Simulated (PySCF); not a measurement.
Mo(NH)2(OH)(Me) (CH6MoN2O), SMILES [CH3][Mo](=[NH])(=[NH])[OH], multiplicity 1.

Coordinates come from a PBE-D3(BJ)/def2-SVP optimisation. The multiplicity is an assumed one; no other spin state was optimised. The structure was generated by enumeration; whether it is a known compound was not checked. The def2 effective core potentials stand for the cores of Mo; spin–orbit coupling is left out. The values are those of a single conformer.

All values below come from ωB97X/def2-TZVP run with PySCF.

Question: Estimate the frontier levels, gap, dipole moment and polarisability. (The exact figures need the calculation; the answer reports its results.)

Answer: 
- highest occupied level: -9.98 eV
- lowest empty level: 0.47 eV
- orbital gap: 10.45 eV
- dipole moment: 1.66 D
- quadrupole, principal values (traceless, Buckingham form, about the centre of nuclear charge): -7.07, 1.21, 5.86 D·Å
- mean static polarisability: 72.6 bohr³ (10.76 Å³)
- polarisability, principal values: 65.6, 74.4, 77.9 bohr³
